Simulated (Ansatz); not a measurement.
`C[C](C)(F)[AlH2]`. Charge 0, multiplicity 1.

```xyz
13

C     1.183   -0.726   -0.437
C    -0.231   -0.223   -0.220
C    -0.390    1.190   -0.745
F    -1.081   -1.047   -1.003
Al   -0.812   -0.398    1.685
H     1.895   -0.140    0.152
H     1.461   -0.636   -1.493
H     1.288   -1.776   -0.152
H     0.231    1.886   -0.173
H    -1.427    1.531   -0.686
H    -0.080    1.243   -1.796
H    -0.044    0.469    2.775
H    -1.993   -1.372    2.095
```

**Question.** What are the harmonic wavenumbers in cm⁻¹ at PBE0-D4/def2-TZVP (Ansatz, finite differences of forces, unscaled)? (An estimate is asked.)

**Answer.** Ansatz gave: 6, 132, 162, 221, 265, 330, 349, 400, 503, 582, 593, 775, 851, 927, 941, 1002, 1151, 1186, 1207, 1386, 1400, 1459, 1477, 1478, 1501, 1906, 1936, 3024, 3025, 3096, 3099, 3118, 3121.
